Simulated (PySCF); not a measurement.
**Potential energy of CaAs along the bond**

Set-up: PySCF, spin-free X2C with a Gaussian nucleus, basis sets Ca x2c-SVPall, As x2c-SVPall. Energies in eV from Ca + As in their ground configurations at the same level. State: ⁴Σ⁻ (quartet), unpaired electrons σ ↑, π ↑↑.

| R (Å) | UHF-MP2 | UHF-SCS-MP2 |
| --- | --- | --- |
| 2.467 | 0.3040 | 0.4032 |
| 2.582 | -0.0705 | 0.0180 |
| 2.697 | -0.2914 | -0.2122 |
| 2.783 | -0.3841 | -0.3109 |
| 2.869 | -0.4309 | -0.3632 |
| 2.955 | -0.4431 | -0.3805 |
| 3.070 | -0.4218 | -0.3651 |
| 3.213 | -0.3582 | -0.3076 |
| 3.385 | -0.2599 | -0.2138 |
| 3.615 | -0.1380 | -0.0950 |

Question: Put a parabola through the three lowest points of the UHF-MP2 curve and estimate Re, k and ωe (reduced mass 26.06 u; 1 eV/Å² = 0.16022 mdyn/Å; ωe = 1302.8·√(k/μ) cm⁻¹).

Answer: Through R = 2.869, 2.955, 3.07 Å the second-order coefficient is 1.63 eV/Å², so Re ≈ 2.956 Å, k ≈ 0.521 mdyn/Å and ωe ≈ 184 cm⁻¹. A polynomial fit of higher order to the unrounded UHF-MP2 energies gives Re = 2.949 Å, k = 0.552 mdyn/Å, ωe = 190 cm⁻¹; anharmonicity and rounding make the difference.

The higher-order fit for each curve: UHF-MP2: Re = 2.949 Å, ωe = 190 cm⁻¹, De = 0.443 eV; UHF-SCS-MP2: Re = 2.966 Å, ωe = 185 cm⁻¹, De = 0.381 eV.

Correlated steps freeze 14 core orbitals. Correlated levels converge slowly with the basis: in double zeta they bind strong bonds too weakly, by up to about 1 eV, and carry superposition errors of some tenths. Spin–orbit coupling is left out. The state was picked by a PBE0 search and need not be the measured ground state.
